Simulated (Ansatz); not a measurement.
`CO[Si](C)(N)Br` → `C[SiH](N)Br` + `C=O`  (β-hydride elimination)

Calculated with Ansatz (gas phase, PBE0-D4/def2-TZVP geometries, no zero-point term in ΔE). CCSD(T)/CBS adds triple-zeta CCSD(T) − MP2 to the extrapolated MP2 energy (def2 sets, frozen cores). This one scheme is used for every species. DFT in def2-TZVPP. B3LYP here is the variant with VWN-RPA as its local correlation; programs differ in this. For Br outer-core shells are correlated without core-valence functions, which leaves a few kJ/mol of doubt a bond. Scalar relativity is left out up to krypton. Each species was taken in one conformer, which may not be the lowest.

```
         level  ΔE (kJ/mol)
      B3LYP-D4        213.6
       ωB97X-V        222.9
          PBE0        216.0
MP2/def2-QZVPP        229.1
```

What does CCSD(T)/CBS give? (Estimate.)

The calculation gave: +221.3 kJ/mol. The listed levels differ from it by -7.7, 1.6, -5.3, 7.8 kJ/mol.

Largest T1 diagnostic among the species: 0.015.

In def2-TZVPP, CCSD(T) changes the Hartree–Fock value by +18.0 kJ/mol (the triples alone add −0.5 kJ/mol) and MP2 by +28.6 kJ/mol. From PBE to PBE0 (25 % exact exchange), in def2-TZVPP and without D4, ΔE moves by +17.4 kJ/mol. The D4 term adds +18.0 kJ/mol with B3LYP and +10.0 kJ/mol with PBE0; it sums over pairs of atoms, weighted by their polarisabilities, and B3LYP, whose exchange is more repulsive, gets the larger term.
